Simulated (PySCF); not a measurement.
# Radial density of Zn (zinc, neutral)

UHF, [Ar] 3d10 4s1 4d1, high-spin 3D determinant (an excited configuration). Calculation: PySCF 2.14, in aug-cc-pwCVDZ-PP with ECP10MDF (6s6p5d3f, 70 functions); a scalar-relativistic core potential. This is the valence pseudo-density: the core potential removes the inner electrons and smooths the orbitals near the nucleus.

| r (bohr) | 4πr²ρ (e/bohr) | 4πr²(ρα − ρβ) |
| --- | --- | --- |
| 0.00638 | 1.226e-05 | 0.0000 |
| 0.0107 | 3.458e-05 | 0.0000 |
| 0.0181 | 0.0001035 | 0.0000 |
| 0.0304 | 0.0004711 | 0.0000 |
| 0.0511 | 0.005060 | 0.0000 |
| 0.0859 | 0.07109 | -0.0001 |
| 0.145 | 0.7133 | -0.0012 |
| 0.243 | 4.514 | -0.0025 |
| 0.409 | 17.80 | 0.0302 |
| 0.688 | 22.91 | 0.0004 |
| 1.16 | 7.450 | 0.1000 |
| 1.95 | 1.334 | 0.4803 |
| 3.27 | 0.6689 | 0.6298 |
| 5.51 | 0.1199 | 0.1199 |
| 9.26 | 6.034e-05 | 0.0001 |

Energies and moments cover only the electrons outside the core potential. The outer electron is Rydberg-like, and this basis confines it to a smaller radius and binds it less than a complete one would. At UHF the highest occupied level has a positive energy, so only the finite basis holds that electron; for this excited configuration the basis is too tight for the outer shell.

(1) Where is the radial spin density 4πr²(ρα − ρβ) most negative, and why is it negative at all?

## Answers

(1) Around r = 0.243 bohr, down to -0.0025 e/bohr: exchange with the open shell polarises the paired shells in an unrestricted calculation.
